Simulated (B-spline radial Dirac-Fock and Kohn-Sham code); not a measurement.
# Ta⁺: non-radiative channels of the N6 vacancy

System: Ta⁺ in the configuration [Xe] 4f14 5d3 6s1, inside a Watson sphere of charge -1 and radius 2.4 Å (a model of the Madelung potential; inside it an electron's potential energy is raised by 6.0 eV).

The run's input, task.json:

```json
{"items": [{
  "Z": 73,
  "q": 1,
  "cfg": [[1, 0, 2], [2, 0, 2], [2, 1, 6], [3, 0, 2], [3, 1, 6], [3, 2, 10], [4, 0, 2], [4, 1, 6], [4, 2, 10], [4, 3, 14], [5, 0, 2], [5, 1, 6], [5, 2, 3], [6, 0, 1]],
  "A": 181,
  "rrms": 5.3507,
  "watson": [-1, 2.4],
  "do": ["binding", "quiet", "decay"],
  "holes": ["K", "L1", "L2", "L3", "M1", "M2", "M3", "M4", "M5", "N1", "N2", "N3", "N4", "N5", "N6", "N7"]
}]}
```

Command: `python xray_run.py task.json out`

These are calculated numbers from a B-spline atomic structure program; the model is one-electron (LDA, Dirac) transition rates at Dirac-Fock energies. Kinetic energies are configuration averages from the vacuum level; the two-hole energies are estimated from single-hole states.

```tsv
transition	kinetic energy (eV)	width (meV)	share (%)
N6-O4O4	6.19	14.4	29.0
N6-O4O5	6.75	25.0	50.3
N6-O5O5	7.30	1.23	2.5
N6-O4P1	9.26	8.17	16.4
N6-O5P1	9.80	0.874	1.8
```

Channels within a few eV of threshold rest on estimated energies and may be closed in reality. The listed channels hold 100 % of the non-radiative rate. Summed by principal shells, of 0.0497 eV in all: NOO 81.8 %, NOP 18.2 %.
